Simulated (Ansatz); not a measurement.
Reaction (formal exchange of groups at the Al–F bond): `C[SiH2][AlH][F]` + `[AlH3]` → `C[SiH2][AlH][AlH2]` + H–F

Gas-phase electronic energies from Ansatz, PBE0-D4/def2-TZVP geometries. CCSD(T)/CBS adds triple-zeta CCSD(T) − MP2 to the extrapolated MP2 energy (def2 sets, frozen cores). This one scheme is used for every species. Functionals use def2-TZVPP. B3LYP here is the variant with VWN-RPA as its local correlation; programs differ in this. HSE06 is defined as in plane-wave codes. Each species was taken in one conformer, which may not be the lowest.

| level | ΔE (kJ/mol) | difference from CCSD(T)/CBS |
| --- | --- | --- |
| LDA (SPW92) | 162.5 | -18.0 |
| BLYP-D4 | 187.9 | 7.4 |
| r2SCANh-D4 | 181.7 | 1.2 |
| CAM-B3LYP-D4 | 197.4 | 16.9 |
| PBE | 164.0 | -16.5 |
| revPBE | 164.0 | -16.5 |
| PBE0 | 166.1 | -14.4 |
| B3LYP | 192.6 | 12.1 |
| r2SCANh | 182.9 | 2.4 |
| HSE06 | 165.2 | -15.3 |
| CAM-B3LYP | 200.7 | 20.2 |
| HF/def2-SVP | 204.6 | 24.1 |
| CCSD/def2-SVP | 193.7 | 13.2 |
| CCSD(T)/def2-SVP | 191.9 | 11.4 |
| HF/def2-QZVPP | 204.7 | 24.2 |
| MP2/def2-QZVPP | 192.3 | 11.8 |
| CCSD(T)/CBS | 180.5 | 0 |

Largest T1 diagnostic among the species: 0.012.

The D4 term adds −4.6 kJ/mol with B3LYP and −2.8 kJ/mol with PBE0; it sums over pairs of atoms, weighted by their polarisabilities, and B3LYP, whose exchange is more repulsive, gets the larger term. At CCSD(T), def2-SVP lies +11.4 kJ/mol from the extrapolated value and def2-TZVPP −1.9 kJ/mol. Leaving LDA and LC-ωPBE aside and taking each functional with its dispersion term where it has one, the values, not all of them listed here, spread over 36.6 kJ/mol, from revPBE-D4 to B97M-V.
